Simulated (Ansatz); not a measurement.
Frontier orbitals of CH10Si3 (`[SiH3]C([SiH3])[SiH3]`).

Total charge 0; spin multiplicity 1. The structure was optimised at the PBE0-D4/def2-TZVP level. Basis def2-TZVPP, the Gaussian-basis code of Ansatz.

```
functional  HOMO (eV)  LUMO (eV)  gap (eV)
       PBE      -7.55      -0.88      6.67
      PBE0      -8.77      -0.07      8.70
     B3LYP      -8.57      -0.26      8.31
   r2SCANh      -8.28      -0.23      8.05
   LC-ωPBE     -11.44       2.02     13.46
   ωB97M-V     -10.94       1.51     12.45
```

A quarter of exact exchange (PBE0) shifts PBE's HOMO by −1.22 eV and its LUMO by +0.81 eV; full exchange at long range (ωB97M-V) shifts them by −3.40 and +2.40 eV. The gap opens from 6.66 to 12.46 eV, since occupied levels lose self-interaction and empty ones feel all the electrons. A positive LUMO is unbound and depends on the basis.

B3LYP here is the variant with VWN-RPA as its local correlation; programs differ in this. LC-ωPBE has ω = 0.4 bohr⁻¹.
